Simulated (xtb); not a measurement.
xtb input (GFN2-xTB):

```bash
xtb mol.xyz --gfn 2 --sp --chrg 1 --uhf 0
```
mol.xyz:
```
13

Si    -0.75426343    -0.73956158     0.17256224
C     -2.07693290     0.50048613    -0.02187272
F     -0.75713552    -1.88747536    -0.91375377
O      0.79722634     0.02767090    -0.32150914
Si     1.72643420     1.34086015     0.45879182
H     -0.45339021    -1.25825040     1.50684190
H     -2.13279233     0.87229367    -1.04645441
H     -3.03806845     0.04241037     0.22741870
H     -1.93176015     1.34380369     0.65735369
H      0.86975852     1.59343454     1.62313335
H      3.02795080     0.73570801     0.75695334
H      1.74962476     2.41540500    -0.53835722
H      1.19629242    -0.39999049    -1.09875283
```

End of the output:

```
         :::::::::::::::::::::::::::::::::::::::::::::::::::::
         ::                     SUMMARY                     ::
         :::::::::::::::::::::::::::::::::::::::::::::::::::::
         :: total energy             -18.187568830935 Eh    ::
         :: gradient norm              0.038712721982 Eh/a0 ::
         :: HOMO-LUMO gap              5.308800219061 eV    ::
         ::.................................................::
         :: SCC energy               -18.330007749419 Eh    ::
         :: -> isotropic ES            0.134964127350 Eh    ::
         :: -> anisotropic ES         -0.000805786563 Eh    ::
         :: -> anisotropic XC         -0.007755540430 Eh    ::
         :: -> dispersion             -0.006758986449 Eh    ::
         :: repulsion energy           0.142438918484 Eh    ::
         :: add. restraining           0.000000000000 Eh    ::
         :: total charge               1.000000000000 e     ::
         :::::::::::::::::::::::::::::::::::::::::::::::::::::

           -------------------------------------------------
          |                Property Printout                |
           -------------------------------------------------

    * Orbital Energies and Occupations

         #    Occupation            Energy/Eh            Energy/eV
      -------------------------------------------------------------
         1        2.0000           -1.0484634             -28.5301
       ...           ...                  ...                  ...
         4        2.0000           -0.8531651             -23.2158
         5        2.0000           -0.7734181             -21.0458
         6        2.0000           -0.7383900             -20.0926
         7        2.0000           -0.7219208             -19.6445
         8        2.0000           -0.7135280             -19.4161
         9        2.0000           -0.6914846             -18.8163
        10        2.0000           -0.6867682             -18.6879
        11        2.0000           -0.6671489             -18.1540
        12        2.0000           -0.6353108             -17.2877
        13        2.0000           -0.6330302             -17.2256
        14        2.0000           -0.6133240             -16.6894
        15        2.0000           -0.6101608             -16.6033
        16        2.0000           -0.5988277             -16.2949 (HOMO)
        17                         -0.4037329             -10.9861 (LUMO)
        18                         -0.3770221             -10.2593
        19                         -0.3731172             -10.1530
        20                         -0.3552474              -9.6668
        21                         -0.3415929              -9.2952
        22                         -0.3076052              -8.3704
        23                         -0.2540403              -6.9128
        24                         -0.2425080              -6.5990
        25                         -0.1901915              -5.1754
        26                         -0.1691788              -4.6036
        27                         -0.1269540              -3.4546
       ...                                ...                  ...
        38                          0.7597904              20.6750
      -------------------------------------------------------------
                  HL-Gap            0.1950948 Eh            5.3088 eV
             Fermi-level           -0.5012803 Eh          -13.6405 eV

     #   Z          covCN         q      C6AA      α(0)
     1  14 Si       3.296     0.638   116.571    21.944
     2   6 C        3.655    -0.228    25.414     7.237
     3   9 F        0.705    -0.208    11.328     3.974
     4   8 O        2.316    -0.416    21.115     6.206
     5  14 Si       3.543     0.551    97.936    19.072
     6   1 H        0.918     0.015     2.808     2.621
     7   1 H        0.924     0.119     1.622     1.992
     8   1 H        0.924     0.106     1.734     2.059
     9   1 H        0.924     0.098     1.799     2.098
    10   1 H        0.917    -0.017     3.371     2.872
    11   1 H        0.918    -0.004     3.124     2.764
    12   1 H        0.918    -0.004     3.139     2.771
    13   1 H        0.805     0.351     0.587     1.203

 Mol. C6AA /au·bohr⁶  :       2004.833449
 Mol. C8AA /au·bohr⁸  :      74955.706278
 Mol. α(0) /au        :         76.813070

Wiberg/Mayer (AO) data.
largest (>0.10) Wiberg bond orders for each atom

 ---------------------------------------------------------------------------
     #   Z sym  total        # sym  WBO       # sym  WBO       # sym  WBO
 ---------------------------------------------------------------------------
     1  14 Si   3.825 --     3 F    1.170     2 C    1.011     6 H    0.881
                             4 O    0.654
     2   6 C    3.984 --     1 Si   1.011     9 H    0.959     8 H    0.957
                             7 H    0.939
     3   9 F    1.284 --     1 Si   1.170
     4   8 O    2.359 --    13 H    0.861     5 Si   0.686     1 Si   0.654
     5  14 Si   3.412 --    10 H    0.906    11 H    0.899    12 H    0.898
                             4 O    0.686
     6   1 H    1.000 --     1 Si   0.881
     7   1 H    0.986 --     2 C    0.939
     8   1 H    0.989 --     2 C    0.957
     9   1 H    0.990 --     2 C    0.959
    10   1 H    1.000 --     5 Si   0.906
    11   1 H    1.000 --     5 Si   0.899
    12   1 H    1.000 --     5 Si   0.898
    13   1 H    0.877 --     4 O    0.861
 ---------------------------------------------------------------------------

Topologies differ in total number of bonds
Writing topology from bond orders to xtbtopo.mol

molecular dipole:
                 x           y           z       tot (Debye)
 q only:        0.725       1.086       0.503
   full:        0.859       1.021       0.272       3.462
molecular quadrupole (traceless):
                xx          xy          yy          xz          yz          zz
 q only:        8.226       4.620      -3.275      -0.673      -0.161      -4.951
  q+dip:        7.976       1.514      -4.964      -1.599      -1.868      -3.012
   full:        8.942       4.560      -4.296      -1.644      -0.259      -4.646
Note: The following floating-point exceptions are signalling: IEEE_UNDERFLOW_FLAG IEEE_DENORMAL
normal termination of xtb

           -------------------------------------------------
          | TOTAL ENERGY              -18.187568830935 Eh   |
          | GRADIENT NORM               0.038712721982 Eh/α |
          | HOMO-LUMO GAP               5.308800219061 eV   |
           -------------------------------------------------

------------------------------------------------------------------------
------------------------------------------------------------------------
 total:
 SCF:
```

It need not be the lowest isomer of its formula.
